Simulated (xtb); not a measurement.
SiFCl₂Br, SMILES F[Si](Br)(Cl)Cl. All values are semi-empirical tight-binding results from xtb (GFN2-xTB unless named), good for trends rather than for accurate numbers. Coordinates come from a GFN2-xTB optimisation.

Optimised geometry:

```xyz
5

F     -0.5641     1.8234     0.0000
Si    -0.4916     0.2244     0.0000
Cl    -1.3529    -0.4221    -1.6756
Cl    -1.3529    -0.4221     1.6756
Br     1.6559    -0.1486     0.0000
```

Computed properties:
The point group as xtb finds it comes out as Cs, the orbital gap is 6.55 eV and the zero-point energy is 4.5 kcal/mol. The G − E(el) at 298.15 K (modified RRHO) is -16.5 kcal/mol, the static polarisability (D4 model) comes out as 83.1 bohr³ and the solvation energy, GFN2-xTB/ALPB(water) comes out as 0.6 kcal/mol. The solvation energy, GFN2-xTB/ALPB(acetonitrile) comes out as -3.1 kcal/mol.

Computed atomic charges and the Wiberg bond orders between heavy atoms:
charges (e) F1 -0.23, Si2 0.60, Cl3 -0.16, Cl4 -0.16, Br5 -0.06. Bond orders F1–Si2 1.10, Si2–Cl3 1.14, Si2–Cl4 1.14, Si2–Br5 1.15.
